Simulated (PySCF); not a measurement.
# A survey of ¹⁹F NMR shifts

PySCF 2.14 calculation with NMR shieldings at PBE0/pcSseg-1/GIAO and GFN2-xTB geometry; non-relativistic, equivalent nuclei averaged, one computed conformer, no solvent model.

Shieldings were converted by a linear fit to measured shifts: ¹⁹F (scatter 6.0 ppm rms, 7.0 ppm with the 5 outliers that the fit left out vs CFCl3, solution or neat liquid, with a term for F on sp3 carbon). Occasional misses reach two or three times the rms, and more in compound classes unlike the fitted ones.

Question: Give the ¹⁹F shifts of `C=CP(C)C(F)(F)C(F)(F)F`.

Answer: 
```
                                                                 compound                             environment  δ (ppm)
[CH2:1]=[CH:2][P:3]([CH3:4])[C:5]([F:6])([F:7])[C:8]([F:9])([F:10])[F:11]  F9/10/11: fluorine of a CF3 group (×3)    -76.7
[CH2:1]=[CH:2][P:3]([CH3:4])[C:5]([F:6])([F:7])[C:8]([F:9])([F:10])[F:11]      F6/7: fluorine of a CF2 group (×2)   -121.5
```

Question: Order these by ¹⁹F shift, lowest first.
A. CO[C@@H](F)[C@@H]1C=CC1
B. O=C(F)C1CCCC1
C. C[Si@@H](S)C(F)(F)F
D. C[C@@H]1C=C[C@@H](CF)O1
E. N#C[C@@H]1C[C@H](F)O1

Answer: D (-226.6 ppm, fluorine on an sp3 carbon), A (-135.6 ppm, fluorine on an sp3 carbon), E (-94.4 ppm, fluorine on an sp3 carbon), C (-66.9 ppm, fluorine of a CF3 group), B (33.3 ppm, fluorine bonded to C).
